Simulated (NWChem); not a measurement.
NH2SeF; SMILES F[Se]N

```xyz
5

Se     0.4010     0.0147     0.0000
F     -0.6402    -1.4426     0.0000
N     -0.7576     1.3481     0.0000
H     -1.2846     1.5240     0.8503
H     -1.2846     1.5240    -0.8503
```
Atoms are numbered in this order, from 1.

All runs: NWChem. Pople sets run with spherical d functions. Coordinates come from a PBE0/def2-SVP optimisation. Vertical excitations in the gas phase; the lowest state need not have the same character in each row.

| level | lowest excitation, singlet (eV) | oscillator strength of that lowest state | lowest state with f > 0.02, singlet (eV) | oscillator strength of that bright state | orbital gap (eV) |
|---|---|---|---|---|---|
| PBE/6-31G*, TDA | 3.82 | 0.000 | 6.35 | 0.043 | 3.37 |
| B3LYP/6-31G*, TDA | 3.93 | 0.001 | 6.75 | 0.046 | 5.23 |
| LRC-wPBEh/6-31G*, TDA | 3.99 | 0.001 | 7.07 | 0.049 | 9.37 |
| LDA (Slater exchange, VWN5)/6-31G*, TDA | … | 0.000 | 6.37 | 0.046 | … |

**Question.** Some entries are withheld; supply them.

**Answer.** 
- LDA (Slater exchange, VWN5)/6-31G*, TDA, lowest excitation, singlet (eV): 3.77
- LDA (Slater exchange, VWN5)/6-31G*, TDA, orbital gap (eV): 3.26
